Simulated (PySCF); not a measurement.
Two species compared at the same levels of theory.

First species: CH2S2.
SMILES: `S=CS`

Second species: C4H8O4.
InChI=1S/C4H8O4/c1-6-3-8-4(5)7-2/h3H2,1-2H3

Levels: PBE0/def2-SVPD for dipole moment, HOMO energy, LUMO energy, HOMO–LUMO gap, static isotropic polarisability and electronic spatial extent ⟨r²⟩ about the centre of nuclear charge; TDDFT PBE0/def2-SVPD for lowest singlet excitation; PBE0-D3(BJ)/def2-SVP for rotational constant A and rotational constant C. Geometries: PBE0-D3(BJ)/def2-SVP. All species are isolated and taken at one optimised geometry, non-relativistic unless stated; the electronic structure was computed with PySCF and density fitting.

Dipoles, sizes and rotational constants follow the conformer. The torsions of the flexible species, by atom-mapped SMILES:
- `[S:1]=[CH:2][SH:3]`: H–S3–C2–S1 0°
- `[CH3:1][O:2][CH2:3][O:4][C:5](=[O:6])[O:7][CH3:8]`: C1–O2–C3–O4 68°, O2–C3–O4–C5 -175°, C3–O4–C5–O6 -1°, O4–C5–O7–C8 180°

| property | column X | column Y |
| --- | --- | --- |
| dipole moment | 1.49 D | 1.75 D |
| HOMO energy | -8.33 eV | -6.85 eV |
| LUMO energy | 0.49 eV | -2.43 eV |
| HOMO–LUMO gap | 8.82 eV | 4.42 eV |
| lowest singlet excitation | 7.09 eV | 2.67 eV |
| static isotropic polarisability | 66.5 au | 57.9 au |
| electronic spatial extent ⟨r²⟩ about the centre of nuclear charge | 1292 bohr² | 365 bohr² |
| rotational constant A | 6.013 GHz | 49.828 GHz |
| rotational constant C | 0.894 GHz | 3.211 GHz |

Which column belongs to which species?

Column X is the second species and column Y the first. The first has 5 atoms and 40 electrons, the second 16 and 64.

How does each property change from the first species to the second?

dipole moment -0.26 D; HOMO energy -1.48 eV; LUMO energy +2.92 eV; HOMO–LUMO gap +4.40 eV; lowest singlet excitation +4.42 eV; static isotropic polarisability +8.6 au; electronic spatial extent ⟨r²⟩ about the centre of nuclear charge +927 bohr²; rotational constant A -43.815 GHz; rotational constant C -2.317 GHz.

On the first: S1 lies 1.75 eV below the HOMO–LUMO gap; its leading configuration is HOMO→LUMO, weight 1.00. The principal polarisabilities are 40.0, 49.2 and 84.6 au; their mean is the isotropic value.

On the second: A dipole of 1.49 D is allowed in C1, and pure rotational transitions are dipole-allowed. The principal polarisabilities are 53.8, 62.5 and 83.1 au; their mean is the isotropic value.
